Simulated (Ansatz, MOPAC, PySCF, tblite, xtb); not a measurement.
Energy landscape of H₃ (cation, charge +1), singlet: map of symmetric stretch and bend. Scanned: H-H bond length and H-H-H angle.

Levels of theory: GFN2-xTB, 300 K electronic temperature (tblite); RHF/def2-SVP (PySCF); FCI/cc-pVDZ = Ansatz (an electronic-structure program) with full CI/cc-pVDZ, frozen core; RHF/cc-pVDZ (Ansatz); MP2/cc-pVDZ = MP2 on RHF/cc-pVDZ, frozen core in Ansatz; CCSD/cc-pVDZ = CCSD on RHF/cc-pVDZ, frozen core (Ansatz); CCSD(T)/cc-pVDZ = Ansatz with CCSD(T) on RHF/cc-pVDZ, frozen core; RKS-B3LYP/cc-pVDZ = Ansatz with restricted B3LYP/cc-pVDZ; RKS-CAM-B3LYP/cc-pVDZ = Ansatz with restricted CAM-B3LYP/cc-pVDZ; RKS-PBE/cc-pVDZ = restricted PBE/cc-pVDZ run with Ansatz; PM3, restricted, heats of formation (MOPAC); PM7, restricted, heats of formation (MOPAC); GFN1-xTB (xtb); RKS-B3LYP/6-31G* = restricted B3LYP/6-31G*, spherical d (PySCF 2.14.0); RMP2/6-31G* = restricted MP2 (frozen core)/6-31G*, spherical d run with PySCF 2.14.0; RKS-B3LYP/LANL2DZ = PySCF with restricted B3LYP/LANL2DZ; RHF/STO-3G = restricted Hartree-Fock/STO-3G (PySCF).

Energies in kcal/mol at chosen points (x: H-H bond length (Å); y: H-H-H angle (°)), relative to x = 0.91, y = 70:

| method | (1.09, 79.08) | (0.74, 92.05) | (0.82, 160.93) | (1.04, 92.05) | (1.17, 117.99) | (1.17, 79.08) | (0.96, 171.49) |
|---|---|---|---|---|---|---|---|
| GFN2-xTB | 2.8 | 23.5 | 2.8 | 2.7 | 14.7 | 8.5 | -3.5 |
| RHF | 28.1 | 14.9 | 39.7 | 30.6 | 65.2 | 41.1 | 48.7 |
| FCI/cc-pVDZ | 25.0 | 16.2 | 35.7 | 27.1 | 57.6 | 37.0 | 42.0 |
| RHF/cc-pVDZ | 27.8 | 15.2 | 39.8 | 30.3 | 64.8 | 40.6 | 48.7 |
| MP2/cc-pVDZ | 26.2 | 15.9 | 37.7 | 28.6 | 61.0 | 38.6 | 45.2 |
| CCSD/cc-pVDZ | 25.0 | 16.2 | 35.7 | 27.1 | 57.6 | 37.0 | 42.0 |
| CCSD(T)/cc-pVDZ | 25.0 | 16.2 | 35.7 | 27.1 | 57.6 | 37.0 | 42.0 |
| RKS-B3LYP/cc-pVDZ | 22.9 | 16.8 | 35.2 | 25.0 | 54.2 | 34.1 | 40.6 |
| RKS-CAM-B3LYP/cc-pVDZ | 23.0 | 17.2 | 36.0 | 25.3 | 55.5 | 34.3 | 41.7 |
| RKS-PBE/cc-pVDZ | 21.5 | 17.8 | 34.8 | 23.7 | 51.6 | 32.2 | 39.1 |
| PM3 | 36.3 | 3.0 | 16.3 | 33.4 | 71.2 | 51.9 | 35.8 |
| PM7 | 44.8 | 19.2 | 32.9 | 43.2 | 88.9 | 66.7 | 47.6 |
| GFN1-xTB | 13.7 | 9.9 | 5.0 | 12.5 | 27.2 | 21.0 | 10.1 |
| RKS-B3LYP/6-31G* | 25.8 | 9.9 | 25.2 | 26.3 | 51.2 | 36.7 | 32.6 |
| RMP2/6-31G* | 28.1 | 8.5 | 26.3 | 28.8 | 55.2 | 39.4 | 35.2 |
| RKS-B3LYP/LANL2DZ | 24.9 | 10.5 | 25.7 | 25.6 | 50.8 | 35.6 | 32.9 |
| RHF/STO-3G | 19.2 | 25.1 | 24.3 | 20.1 | 53.8 | 32.9 | 30.0 |
